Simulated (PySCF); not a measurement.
C7H5F3NP.
Geometry (GFN2-xTB, Å), atoms numbered from 1 in this order:
```xyz
17
C7H5F3NP angstrom
F      3.8883   -0.6301    1.3602
C      3.4450   -0.0536    0.2302
F      3.9992    1.1750    0.1880
F      4.0001   -0.7378   -0.7896
C      1.9668   -0.0190    0.1626
P      1.0766   -0.6716    1.4216
C     -0.5990   -0.3474    0.7562
C     -1.2453    0.8667    0.9673
C     -2.5158    1.0491    0.4477
C     -3.0952    0.0024   -0.2547
N     -2.4912   -1.1566   -0.4518
C     -1.2831   -1.3308    0.0418
H      1.5643    0.4383   -0.7283
H     -0.7573    1.6550    1.5238
H     -3.0437    1.9794    0.5877
H     -4.0863    0.0898   -0.6787
H     -0.8302   -2.2968   -0.1444
```

NICS is the negative of the GIAO shielding at a point without a nucleus: at the ring centre (0) and 1 Å above and below it (1); zz is the component along the ring normal. Level: GIAO PBE0/pcSseg-1 (PySCF, non-relativistic, gas phase) on the GFN2-xTB geometry, one conformer.

Ring bond lengths (Å), with Mayer bond orders in brackets: C7–C8 1.391 (1.39), C8–C9 1.385 (1.44), C9–C10 1.387 (1.39), C10–N11 1.322 (1.47), N11–C12 1.317 (1.50), C12–C7 1.395 (1.36).

Question: What do the NICS probes read (ppm)?

Answer: 
| ring | type | NICS(0) | NICS(1), two faces | NICS(1)zz, two faces | rms pucker (Å) | centre to ring atoms, mean (Å) |
| --- | --- | --- | --- | --- | --- | --- |
| C7–C8–C9–C10–N11–C12 | 6-membered ring with N; formal bonds all aromatic | -7.1 | -10.9 / -11.0 | -28.4 / -27.9 | 0.00 | 1.37 |

Question: What do they say, and how far can they be read as aromaticity?

Answer: 
- C7–C8–C9–C10–N11–C12: mean NICS(1)zz -28.2 ppm, shielded, aromatic by this magnetic criterion (flat ring, no four-coordinate atom).

Question: How equal are the bonds by HOMA? HOMA = 1 − mean of α(R − Ropt)² over the ring bonds, with Krygowski's 1993 parameters (CC: Ropt 1.388 Å, α 257.7 Å⁻²; CN: Ropt 1.334 Å, α 93.52 Å⁻²).

Answer: 
- C7–C8–C9–C10–N11–C12: HOMA 0.99; the largest term is that of N11–C12, α(R − Ropt)² = 0.03. The geometric and the magnetic index point the same way.

Question: What is the mean of the two in-plane components of NICS at the second NICS(1) probe listed for ring C7–C8–C9–C10–N11–C12, 1 Å off the ring?

Answer: The isotropic value is a third of the trace: (3 × -11.0 − (-27.9))/2 = -2.6 ppm.
